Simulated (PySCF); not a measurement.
**Partial charges of `[SiH3]C[Si@H]([SiH3])O[SiH3]`**

Compound: CH12OSi4.
Atom-mapped SMILES: `[SiH3:1][CH2:2][Si@H:3]([SiH3:4])[O:5][SiH3:6]` (hydrogens: H7, H8, H9 on Si1; H10, H11 on C2; H12 on Si3; H13, H14, H15 on Si4; H16, H17, H18 on Si6)

Structure used (GFN2-xTB), in Å, numbered top down from 1:
```
atom  x, y, z in Å
Si1    2.499   -0.766   -0.104
C2     1.316    0.714    0.017
Si3   -0.288    0.597   -1.007
Si4   -1.732    2.354   -0.626
O5    -1.108   -0.745   -0.578
Si6   -1.410   -2.206    0.041
H7     3.699   -0.480    0.696
H8     1.867   -1.982    0.412
H9     2.905   -0.966   -1.498
H10    1.849    1.616   -0.287
H11    1.055    0.861    1.066
H12    0.085    0.343   -2.411
H13   -1.061    3.643   -0.843
H14   -2.906    2.366   -1.507
H15   -2.265    2.412    0.742
H16   -1.046   -2.174    1.457
H17   -2.847   -2.386   -0.155
H18   -0.620   -3.194   -0.691
```

Density: PBE0/pcSseg-1 (PySCF); schemes: Mulliken, IAO, Hirshfeld and ESP-fitted. Geometry: GFN2-xTB, one conformer, isolated molecule.

Atoms with like bonding are taken together and averaged. Do the Mulliken, IAO, Hirshfeld and ESP-fitted schemes agree on where the charge is lowest?

The schemes don't all agree: Mulliken C2 (-0.882); IAO O5 (-0.890); Hirshfeld O5 (-0.304); ESP-fitted C2 (-0.446).

For which atoms does the sign change between the 4 schemes (beyond +0.03 e in one, beyond −0.03 e in another)?

For none.

Tabulate the Mulliken, IAO, Hirshfeld and ESP-fitted charges.

In e; atoms taken as equivalent share a row and are averaged (×n: the atom named and its like, n in all):

| atom | environment | Mulliken | IAO | Hirshfeld | ESP-fitted |
| --- | --- | --- | --- | --- | --- |
| Si1 | SiH3 silicon | +0.487 | +0.610 | +0.317 | +0.441 |
| C2 | sp3 carbon bound to silicon | -0.882 | -0.840 | -0.251 | -0.446 |
| Si3 | oxygen-bound silicon | +0.793 | +0.888 | +0.347 | +0.526 |
| Si4 | SiH3 silicon | +0.153 | +0.251 | +0.205 | +0.066 |
| O5 | siloxane oxygen | -0.736 | -0.890 | -0.304 | -0.419 |
| Si6 | oxygen-bound silicon | +0.715 | +0.885 | +0.387 | +0.568 |
| H7/H8/H9 | Si–H hydrogen | -0.077 | -0.119 | -0.077 | -0.113 |
| H10 | methylene hydrogen | +0.172 | +0.166 | +0.044 | +0.117 |
| H11 | methylene hydrogen | +0.173 | +0.161 | +0.042 | +0.121 |
| H12 | Si–H hydrogen | -0.095 | -0.139 | -0.086 | -0.127 |
| H13/H14/H15 | Si–H hydrogen | -0.063 | -0.097 | -0.075 | -0.050 |
| H16/H17/H18 | Si–H hydrogen | -0.120 | -0.147 | -0.082 | -0.119 |

Mean size of the charges over all atoms: IAO 0.329 e, Mulliken 0.277 e, ESP-fitted 0.204 e, Hirshfeld 0.149 e. Each set sums to the total charge, 0, to within 0.001 e. The IAO scheme counts the electrons in orthogonalised intrinsic atomic orbitals, a minimal basis polarised so that it spans the occupied orbitals exactly. The ESP scheme fits charges at the nuclei, held to the total charge, to the electrostatic potential on points at 1.4 to 2.0 times the van der Waals radii.

Sum the charges by element, for elements with more than one atom.

```json
{"element": "Si", "atoms": "4", "Mulliken": "+2.148", "IAO": "+2.634", "Hirshfeld": "+1.256", "ESP-fitted": "+1.602"}
{"element": "H", "atoms": "12", "Mulliken": "-0.530", "IAO": "-0.903", "Hirshfeld": "-0.701", "ESP-fitted": "-0.736"}
```

How closely do the schemes follow one another over all atoms?

Correlation coefficient and root-mean-square difference: Mulliken with IAO 0.99, 0.075 e; IAO with ESP-fitted 0.98, 0.195 e; Mulliken with ESP-fitted 0.97, 0.150 e; Hirshfeld with ESP-fitted 0.97, 0.099 e; IAO with Hirshfeld 0.97, 0.276 e; Mulliken with Hirshfeld 0.94, 0.231 e.
